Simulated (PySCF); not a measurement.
iodine monochloride (ClI), SMILES ClI. Heavy atoms are numbered as in [Cl:1][I:2].

The structure is a stationary point at B3LYP-D3(BJ)/def2-TZVP. The def2 effective core potentials stand for the cores of I; spin–orbit coupling is left out.

Method: PBE/def2-TZVPD (PySCF).

Mulliken values depend strongly on the basis, most of all with diffuse functions as here. ESP charges are fitted to the potential on shells at 1.4 to 2.0 van der Waals radii. Atomic charges (e), one atom of each kind:

```csv
atom,Mulliken,ESP fit
Cl1,-0.17,…
I2,0.17,…
```

Problem. Complete the blanks. (An estimate is asked for; the answer gives what the named calculation found.)

Solution. 
- Cl1, ESP fit: -0.09
- I2, ESP fit: 0.09
